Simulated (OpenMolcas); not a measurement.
Computed levels of 5s2 5p2 in ions with 50 electrons, in cm-1 above 3P0.

- Program: OpenMolcas
- Method: MS-CASPT2, IPEA 0.25 Eh, imaginary shift 0.1 Eh
- Basis: ANO-R3
- Scalar Hamiltonian: X2C, finite nucleus
- Spin-orbit coupling: state interaction with AMFI integrals over the reference wave functions, term energies averaged over their components

Active space for each ion: 4 electrons in 4 orbitals (5s 5p); closed shells correlated by CASPT2: 4d.

```tsv
Level	Te2+	Xe4+
3P1	4090	7970
3P2	7180	12460
1D2	15630	25450
1S0	29740	42290
```

Question: Estimate 3P2, 1D2, 1S0 for I3+ from its neighbours Te2+ and Xe4+.

Answer: 3P2 is fine structure, which grows about as the fourth power of a screened charge, so the fourth roots are averaged: ((7180^0.25 + 12460^0.25) / 2)^4 = 9549. The calculation gives 9690, so the estimate is off by -1.5 %.
1D2 is another term, which grows about linearly with the charge: (15630 + 25450) / 2 = 20540. The calculation gives 20260, so the estimate is off by +1.4 %.
1S0 is another term, which grows about linearly with the charge: (29740 + 42290) / 2 = 36015. The calculation gives 35560, so the estimate is off by +1.3 %.

Mixed levels, with the weight of the term that names them: I3+ 3P2 (74 %), I3+ 1D2 (74 %), Xe4+ 3P2 (70 %), Xe4+ 1D2 (70 %).

Term energies are means over components that CASPT2 splits; among the terms shown or strongly mixed into the levels shown the widest spread is 190 cm-1 (5s2 5p2 1D, I3+). Over all roots computed the reference weight is 0.82 to 0.94 in Te2+, 0.82 to 0.94 in I3+, 0.83 to 0.94 in Xe4+; the roots of lowest weight are the least certain, and an intruder state may touch them. Levels of configurations outside the active space are missing.
